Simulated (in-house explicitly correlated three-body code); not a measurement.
Computed with an exponentially correlated three-body code. Model: two electrons around a point charge, non-relativistic, variational in 260 exponentially correlated functions (energies converged to about 1e-7 hartree, or 1e-8 relative for large Z).

For two electrons in a singlet the Kohn-Sham orbital is the square root of half the density, so the exact Kohn-Sham potential and energy parts follow from the density alone, and exchange is minus half the Hartree energy. The Kohn-Sham level equals minus the binding energy of the second electron.

Command:
```bash
python run_hyl.py task.json out
```
Settings (lengths in bohr, energies in hartree):
```
Z                      2.66
interaction_strength   1
functions              260
states_tried           13
```

Run time, properties included: 30 s on 1 thread of Intel(R) Xeon(R) Platinum 8488C (Sapphire Rapids) (shared host).

**Those bound S and P states to n = 4 that converged, binding against the one-electron ion.**

Given: nuclear charge 2.66.

Computed: one-electron threshold -3.5378 hartree.

```
term  energy (hartree)  binding (eV)  quantum defect
1 1S       -5.56769274        55.236         0.17613
2 3S                 ?             ?               ?
2 1S        -3.9165148        10.305        0.092621
2 3P       -3.90283005         9.933        0.057197
2 1P       -3.87780316         9.252       -0.013036
3 3S        -3.7149844        4.8214         0.21144
3 1S       -3.70045715        4.4261        0.089574
3 3P                 ?             ?               ?
3 1P       -3.68949287        4.1278       -0.013773
4 3S       -3.63367589        2.6089         0.20913
4 1S       -3.62786468        2.4508        0.088748
4 3P       -3.62651551        2.4141        0.059119
4 1P       -3.62331813        2.3271       -0.013876
```

Task: What belongs in the row 2 3S?

Result: energy (hartree): -3.97223195; binding (eV): 11.821; quantum defect: 0.21913.

Task: What belongs in the row 3 3P?

Result: energy (hartree): -3.69706362; binding (eV): 4.3338; quantum defect: 0.058731.

**Converged states only, values per electron or pair.**

| term | mean r (bohr) | mean r squared (bohr²) | mean inverse r (1/bohr) | mean r12 (bohr) | mean inverse r12 (1/bohr) | mean cosine | mean p1 dot p2 (bohr⁻²) | delta r1 (bohr⁻³) | delta r12 (bohr⁻³) |
| --- | --- | --- | --- | --- | --- | --- | --- | --- | --- |
| 1 1S | 0.65855 | 0.59199 | 2.348 | 0.99551 | 1.3561 | -0.04901 | 0.24454 | 4.6384 | 0.33735 |
| 2 3S | 1.735 | 5.138 | 1.5679 | 2.9868 | 0.39686 | -0.013707 | 0.014051 | 3.1608 | - |
| 2 1S | 1.937 | 6.5916 | 1.5473 | 3.3718 | 0.39867 | -0.014989 | 0.017528 | 3.13 | 0.037181 |
| 2 3P | ? | ? | ? | ? | ? | ? | ? | ? | - |
| 2 1P | ? | ? | ? | ? | ? | ? | ? | ? | ? |
| 3 3S | 3.8076 | 28.45 | 1.4307 | 7.0833 | 0.18111 | -0.0039743 | 0.0037952 | 3.0392 | - |
| 3 1S | 4.1145 | 33.574 | 1.4251 | 7.6923 | 0.18071 | -0.0046125 | 0.005049 | 3.0333 | 0.010794 |
| 3 3P | 3.8869 | 30.218 | 1.4252 | 7.2462 | 0.1879 | -0.013701 | -0.054017 | 2.9839 | - |
| 3 1P | 4.0853 | 33.522 | 1.4214 | 7.6316 | 0.18261 | 0.0016095 | 0.048816 | 2.997 | 0.0016998 |
| 4 3S | 6.7837 | 95.331 | 1.3853 | 13.021 | 0.10269 | -0.0016317 | 0.0015263 | 3.013 | - |
| 4 1S | 7.1972 | 107.81 | 1.3831 | 13.846 | 0.10234 | -0.0019526 | 0.0020956 | 3.0111 | 0.0044891 |
| 4 3P | 6.996 | 102.56 | 1.3831 | 13.447 | 0.10514 | -0.0055766 | -0.021719 | 2.9908 | - |
| 4 1P | 7.2602 | 110.66 | 1.3815 | 13.971 | 0.10303 | 0.00067662 | 0.020627 | 2.9961 | 0.00074988 |

Task: What belongs in the row 2 3P?

Result: mean r (bohr): 1.681; mean r squared (bohr²): 4.9482; mean inverse r (1/bohr): 1.5477; mean r12 (bohr): 2.8949; mean inverse r12 (1/bohr): 0.42828; mean cosine: -0.050374; mean p1 dot p2 (bohr⁻²): -0.20495; delta r1 (bohr⁻³): 2.9529.

Task: What belongs in the row 2 1P?

Result: mean r (bohr): 1.8146; mean r squared (bohr²): 5.8363; mean inverse r (1/bohr): 1.5345; mean r12 (bohr): 3.1197; mean inverse r12 (1/bohr): 0.40774; mean cosine: 0.005259; mean p1 dot p2 (bohr⁻²): 0.16262; delta r1 (bohr⁻³): 3.0012; delta r12 (bohr⁻³): 0.0049885.

**Functionals on the exact density and self-consistent, errors are functional minus exact, hybrids only self-consistent, a dash where a self-consistent run leaves the top level unbound.**

```json
{"result": "OLYP", "exchange error (millihartree)": "2.3246", "correlation error (millihartree)": "-3.5279", "functional driven error (millihartree)": "-1.2033", "density driven error (millihartree)": "-1.428", "self consistent total error (millihartree)": "-2.6314", "top level plus exact binding (eV)": "12.897"}
{"result": "r2SCAN", "exchange error (millihartree)": "-4.7335", "correlation error (millihartree)": "3.4426", "functional driven error (millihartree)": "-1.291", "density driven error (millihartree)": "-0.28482", "self consistent total error (millihartree)": "-1.5758", "top level plus exact binding (eV)": "11.803"}
{"result": "BP86", "exchange error (millihartree)": "?", "correlation error (millihartree)": "?", "functional driven error (millihartree)": "?", "density driven error (millihartree)": "?", "self consistent total error (millihartree)": "?", "top level plus exact binding (eV)": "?"}
{"result": "BLYP", "exchange error (millihartree)": "3.948", "correlation error (millihartree)": "-3.5279", "functional driven error (millihartree)": "0.42005", "density driven error (millihartree)": "-1.4506", "self consistent total error (millihartree)": "-1.0305", "top level plus exact binding (eV)": "12.802"}
{"result": "PW91", "exchange error (millihartree)": "16.454", "correlation error (millihartree)": "-6.0881", "functional driven error (millihartree)": "10.366", "density driven error (millihartree)": "-1.1212", "self consistent total error (millihartree)": "9.2451", "top level plus exact binding (eV)": "12.898"}
{"result": "PBE", "exchange error (millihartree)": "20.832", "correlation error (millihartree)": "-0.8706", "functional driven error (millihartree)": "19.962", "density driven error (millihartree)": "-1.0821", "self consistent total error (millihartree)": "18.88", "top level plus exact binding (eV)": "13.059"}
{"result": "TPSS", "exchange error (millihartree)": "-4.3626", "correlation error (millihartree)": "-1.8631", "functional driven error (millihartree)": "-6.2258", "density driven error (millihartree)": "-0.28421", "self consistent total error (millihartree)": "-6.51", "top level plus exact binding (eV)": "12.182"}
{"result": "revTPSS", "exchange error (millihartree)": "-3.802", "correlation error (millihartree)": "-4.7028", "functional driven error (millihartree)": "-8.5049", "density driven error (millihartree)": "-0.17425", "self consistent total error (millihartree)": "-8.6791", "top level plus exact binding (eV)": "11.95"}
{"result": "LDA VWN5", "exchange error (millihartree)": "200.47", "correlation error (millihartree)": "-85.433", "functional driven error (millihartree)": "115.04", "density driven error (millihartree)": "-1.9533", "self consistent total error (millihartree)": "113.09", "top level plus exact binding (eV)": "13.661"}
{"result": "M06-L", "exchange error (millihartree)": "?", "correlation error (millihartree)": "?", "functional driven error (millihartree)": "?", "density driven error (millihartree)": "?", "self consistent total error (millihartree)": "?", "top level plus exact binding (eV)": "?"}
{"result": "HSE06", "exchange error (millihartree)": "-", "correlation error (millihartree)": "-", "functional driven error (millihartree)": "-", "density driven error (millihartree)": "-", "self consistent total error (millihartree)": "12.478", "top level plus exact binding (eV)": "9.9342"}
{"result": "B3LYP VWN-RPA", "exchange error (millihartree)": "-", "correlation error (millihartree)": "-", "functional driven error (millihartree)": "-", "density driven error (millihartree)": "-", "self consistent total error (millihartree)": "-8.3912", "top level plus exact binding (eV)": "9.8818"}
{"result": "LDA PW92", "exchange error (millihartree)": "200.47", "correlation error (millihartree)": "-84.853", "functional driven error (millihartree)": "115.62", "density driven error (millihartree)": "-1.9654", "self consistent total error (millihartree)": "113.65", "top level plus exact binding (eV)": "13.669"}
{"result": "wB97X", "exchange error (millihartree)": "-", "correlation error (millihartree)": "-", "functional driven error (millihartree)": "-", "density driven error (millihartree)": "-", "self consistent total error (millihartree)": "-3.5397", "top level plus exact binding (eV)": "7.1234"}
```

Task: What belongs in the row BP86?

Result: exchange error (millihartree): 3.948; correlation error (millihartree): -1.4685; functional driven error (millihartree): 2.4795; density driven error (millihartree): -0.70843; self consistent total error (millihartree): 1.7711; top level plus exact binding (eV): 12.922.

Task: What belongs in the row M06-L?

Result: exchange error (millihartree): -16.561; correlation error (millihartree): -0.46979; functional driven error (millihartree): -17.031; density driven error (millihartree): -2.2889; self consistent total error (millihartree): -19.319; top level plus exact binding (eV): 11.679.

**Density and exact potentials over r, pair density (one pair, times 4 pi r12^2) and exact minus Kohn-Sham pair density over r12.**

```
radius (bohr)  radial density (electrons/bohr)  exchange potential (hartree)  intracule density (1/bohr)  Coulomb hole against Kohn-Sham (1/bohr)  correlation potential (hartree)
       0.0813                          0.50181                        -2.296                    0.029419                                 -0.01213                           -0.043
       0.0947                          0.63487                       -2.2798                    0.040002                                 -0.01586                           -0.039
         0.11                          0.79104                       -2.2594                    0.054002                                 -0.02046                           -0.034
        0.129                          0.98592                       -2.2317                    0.074124                                 -0.02653                           -0.029
         0.15                                ?                             ?                           ?                                        ?                                ?
        0.175                           1.4323                       -2.1563                     0.13423                                 -0.04178                           -0.016
        0.204                            1.679                       -2.1046                     0.17919                                 -0.05097                           -0.008
        0.238                           1.9244                       -2.0416                     0.23727                                 -0.06055                                0
        0.277                            2.144                       -1.9676                     0.30886                                  -0.0693                            0.008
        0.323                           2.3204                         -1.88                      0.3967                                 -0.07591                            0.015
        0.377                           2.4256                       -1.7789                     0.49929                                 -0.07821                            0.021
        0.439                            2.436                       -1.6673                     0.60945                                 -0.07405                            0.025
        0.512                           2.3383                       -1.5441                     0.72031                                 -0.06175                            0.026
        0.597                           2.1312                       -1.4131                     0.81559                                 -0.04123                            0.025
        0.696                           1.8312                       -1.2777                     0.87644                                 -0.01488                            0.022
        0.811                           1.4716                       -1.1422                     0.88411                                  0.01215                            0.018
        0.946                           1.0919                        -1.009                     0.82613                                   0.0335                            0.013
          1.1                          0.74655                      -0.88546                     0.70712                                  0.04337                            0.008
         1.29                          0.44767                      -0.76515                     0.53524                                  0.04045                            0.005
          1.5                          0.24447                       -0.6627                     0.36181                                  0.02887                            0.003
         1.75                                ?                             ?                           ?                                        ?                                ?
         2.04                         0.045484                      -0.48981                     0.10063                                  0.00508                            0.001
```

Task: What belongs in the row 0.15?

Result: radial density (electrons/bohr): 1.1962; exchange potential (hartree): -2.1985; intracule density (1/bohr): 0.099678; Coulomb hole against Kohn-Sham (1/bohr): -0.03349; correlation potential (hartree): -0.023.

Task: What belongs in the row 1.75?

Result: radial density (electrons/bohr): 0.11433; exchange potential (hartree): -0.57009; intracule density (1/bohr): 0.20833; Coulomb hole against Kohn-Sham (1/bohr): 0.01509; correlation potential (hartree): 0.002.

The density-driven part is never positive, since each functional's own density lowers its energy. Here it is small beside the functional-driven part (median ratio 0.11), the normal case.
